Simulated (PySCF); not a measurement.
A structure optimised at B3LYP-D3(BJ)/def2-SVP, used in a PySCF frequency run:

```xyz
11

In    -0.6710     0.5068    -0.0411
H     -2.2451     1.1454    -0.0988
F      0.8017     1.2636    -1.1259
O      0.0088    -1.0232     1.0451
C      1.3357    -1.5076     0.9776
C      1.7843    -1.8520    -0.4372
H      2.0466    -0.7814     1.4204
H      1.3742    -2.4120     1.6135
H      1.7856    -0.9461    -1.0660
H      2.8046    -2.2694    -0.4393
H      1.1077    -2.5986    -0.8847
```
Charge 0, spin multiplicity 1.

Question: Write its SMILES and formula.

Answer: CC[O][InH][F], C₂H₆FInO

Question: What are its rotational constants (standard atomic weights)?

Answer: 4.6331, 1.8306, 1.4095 GHz
